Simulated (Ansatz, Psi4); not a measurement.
Ansatz (a quantum-chemistry and plane-wave program) was given this input:
Ansatz 0.2 input:
```yaml
crystal:
  periodic: [false, false, false]
  atoms:
    - {symbol: C, position_ang: [-1.38873817, -1.41322925, -0.13122108]}
    - {symbol: Si, position_ang: [0.04651554, -0.32578017, 0.49191798]}
    - {symbol: C, position_ang: [1.73625714, -0.95559072, -0.12364112]}
    - {symbol: Cl, position_ang: [-0.23141020, 1.58388399, -0.22303002]}
    - {symbol: H, position_ang: [-2.34927777, -1.03893139, 0.20945216]}
    - {symbol: H, position_ang: [-1.28773223, -2.43706126, 0.21396114]}
    - {symbol: H, position_ang: [-1.40636108, -1.42636843, -1.22018304]}
    - {symbol: H, position_ang: [1.76207914, -0.96236763, -1.21249770]}
    - {symbol: H, position_ang: [2.54750805, -0.32182380, 0.22132976]}
    - {symbol: H, position_ang: [1.93142591, -1.96563310, 0.22176951]}
basis:
  gaussian:
    orbitals: STO-3G
hamiltonian:
  xc: {name: wB97X}
magnetization: {spin_polarized: true, initial_magnetization: 1}
accuracy: high
```

Convert this to an input for Psi4.

Several could match; the one computed here: 
```
memory 2 GB

molecule {
0 2
  C    -1.38873817   -1.41322925   -0.13122108
  Si    0.04651554   -0.32578017    0.49191798
  C     1.73625714   -0.95559072   -0.12364112
  Cl   -0.23141020    1.58388399   -0.22303002
  H    -2.34927777   -1.03893139    0.20945216
  H    -1.28773223   -2.43706126    0.21396114
  H    -1.40636108   -1.42636843   -1.22018304
  H     1.76207914   -0.96236763   -1.21249770
  H     2.54750805   -0.32182380    0.22132976
  H     1.93142591   -1.96563310    0.22176951
}

set basis sto-3g
set reference uks
set scf_type pk
set puream true
set d_convergence 1e-8
set dft_radial_points 99
set dft_spherical_points 590

energy('wb97x')
print_variables()
```

Both were run: Ansatz gave -820.228319 Eh and Psi4 -820.228356 Eh, 0.037 mEh apart.
